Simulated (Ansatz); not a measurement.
F2H4InNSiTe, SMILES `N[Si](F)(F)[Te][InH2]`. Total charge 0; spin multiplicity 1. Te, In: def2 effective core potential.

```xyz
10

N    -0.559   -0.653    0.328
Si    0.899   -0.886   -0.663
F     1.822   -1.865    0.184
F     0.420   -1.735   -1.917
Te    1.812    1.289   -1.139
In   -0.492    1.733    0.448
H    -1.410   -0.980   -0.117
H    -0.499   -1.077    1.248
H    -1.867    2.176   -0.476
H    -0.127    1.998    2.103
```

(1) List the harmonic frequencies (cm⁻¹, unscaled) at PBE0-D4/def2-TZVP in Ansatz. (Best estimate.)

Answers

(1) Computed: 26i, 131, 157, 174, 212, 245, 291, 302, 330, 363, 454, 524, 530, 576, 753, 818, 861, 890, 971, 1572, 1835, 1840, 3520, 3606.
